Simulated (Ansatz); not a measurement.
C₇H₁₂O₂, singlet, at a GFN2-xTB geometry; Ansatz (a quantum-chemistry and plane-wave program) with HF/6-31G**.

Input for Ansatz:
Ansatz 0.2 input:
```yaml
crystal:
  periodic: [false, false, false]
  atoms:
    - {symbol: C, position_ang: [3.45892219, -0.31080172, 0.07113207]}
    - {symbol: C, position_ang: [2.24550772, -0.73718756, -0.24378480]}
    - {symbol: C, position_ang: [1.03991795, 0.05605322, 0.10234703]}
    - {symbol: O, position_ang: [1.06710931, 1.11674681, 0.67866389]}
    - {symbol: O, position_ang: [-0.05373192, -0.57898441, -0.31727737]}
    - {symbol: C, position_ang: [-1.37709606, -0.02642729, -0.10964455]}
    - {symbol: C, position_ang: [-1.50525668, 1.31735132, -0.82662763]}
    - {symbol: C, position_ang: [-1.65840556, 0.11926591, 1.38563779]}
    - {symbol: C, position_ang: [-2.31528824, -1.05979067, -0.73422633]}
    - {symbol: H, position_ang: [4.34839884, -0.86763118, -0.16885130]}
    - {symbol: H, position_ang: [3.58344454, 0.62725456, 0.58777080]}
    - {symbol: H, position_ang: [2.05985958, -1.66673944, -0.76004942]}
    - {symbol: H, position_ang: [-2.52638464, 1.67901276, -0.74429864]}
    - {symbol: H, position_ang: [-0.83522804, 2.04829783, -0.38246223]}
    - {symbol: H, position_ang: [-1.25429965, 1.20451065, -1.87936634]}
    - {symbol: H, position_ang: [-1.51506904, -0.83549141, 1.88749867]}
    - {symbol: H, position_ang: [-2.68410331, 0.44517775, 1.53397844]}
    - {symbol: H, position_ang: [-0.98817147, 0.85181966, 1.82683543]}
    - {symbol: H, position_ang: [-2.08566729, -1.18201923, -1.78948370]}
    - {symbol: H, position_ang: [-3.34675000, -0.73650759, -0.63055272]}
    - {symbol: H, position_ang: [-2.19285664, -2.02056277, -0.24111255]}
basis:
  gaussian:
    orbitals: 6-31G__.json
    point_charges:
      - {charge: 1.0, position_ang: [2.2402, -5.4585, 4.8469]}
hamiltonian:
  xc: hf
```
The basis file holds 6-31G** in the JSON format of the Basis Set Exchange.

Task: What does Ansatz print? Leave out banner, timings and long lists.

Result: 
```
Functional definition: HF
2352 factors; their error is unknown
mean field evaluation 1: about -11472.0992 eV, gradient 5.0e1 eV
mean field evaluation 2: about -11476.5661 eV, gradient 2.7e1 eV
mean field evaluation 4: about -11477.9233 eV, gradient 2.3e0 eV
mean field evaluation 8: about -11477.9372 eV, gradient 9.1e-2 eV
mean field -11478.05859818 eV, -421.8108733755 hartree, gradient 5.2e-5 eV, S^2 0.000000; 0 other end points of the search recorded, 0 dependent functions left out
reference -11478.05859818 eV, -421.8108733755 hartree; 35, 35 occupied and 160, 160 virtual orbitals, 2352 factors
Total energy: -11478.05859818 eV, -421.8108733755 hartree
```
